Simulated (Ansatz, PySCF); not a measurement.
Energy difference R1 + R2 + 2 R3 → 3 P1 + P2, each structure at its B3LYP-D3(BJ)/def2-TZVP stationary point, reached from a drawn start (curvature not checked).
P1: H2 (SMILES [H][H]), charge 0, multiplicity 1.
R1: H2O (SMILES O), charge 0, multiplicity 1.
R2: HCl (SMILES Cl), charge 0, multiplicity 1.
R3, SiH4 (SMILES [SiH4]) (charge 0, multiplicity 1):
```xyz
5

Si     0.00000     0.00000     0.00000
H      0.85468     0.85468     0.85468
H     -0.85468    -0.85468     0.85468
H     -0.85468     0.85468    -0.85468
H      0.85468    -0.85468    -0.85468
```
P2, ClH5OSi2 (SMILES [SiH3]O[SiH2]Cl) (charge 0, multiplicity 1, Z-matrix in Å and degrees):
```
O
Si 1 1.6217
Si 1 1.6468 2 147.10
H 2 1.4712 1 109.12 3 147.53
H 2 1.4732 4 112.26 1 -122.65
H 3 1.4769 1 107.49 2 174.89
H 3 1.4783 6 110.08 1 -119.65
H 3 1.4801 6 109.90 7 -120.81
Cl 2 2.0662 4 107.88 5 -117.89
```

P less R. No zero-point or thermal terms. One arrangement of each flexible species, with no search for the lowest.

Frozen-core correlation throughout.

Programs: Ansatz (Gaussian basis) for Hartree–Fock, density functionals and correlated methods; PySCF for the D3/D4 terms. No computed number here is a measurement.

**Question.** Predict the reaction energy from B2PLYP-D4/def2-TZVPP.

**Answer.** -240 kJ/mol

**Question.** What is the computed reaction energy (CCSD/cc-pV(Q+d)Z)?

**Answer.** -234 kJ/mol

**Question.** Give the reaction energy at the level revPBE-D4/def2-TZVPP.

**Answer.** -226 kJ/mol

Ansatz is a program for electronic structure.
